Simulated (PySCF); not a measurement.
Level of theory: PBE-D3(BJ)/def2-TZVP // B3LYP-D3(BJ)/def2-TZVP (PySCF). Isolated molecules, 0 K electronic values unless said otherwise. 

Reference species (SMILES): `[GaH3]` (neutral, multiplicity 1).

The HOMO–LUMO gap is 4.69 eV and the HOMO is -7.34 eV. The LUMO comes out as -2.65 eV.

After one change: the HOMO–LUMO gap goes up by 0.29 eV; the HOMO decreases by 0.67 eV; the LUMO falls by 0.38 eV.

Name the change that produced these shifts. The new species is one of these.
(A) `[Cl][GaH][Cl]`
(B) `[Cl][GaH2]`
(C) `[Cl][Ga]([Cl])[Cl]`

C, `[Cl][Ga]([Cl])[Cl]`
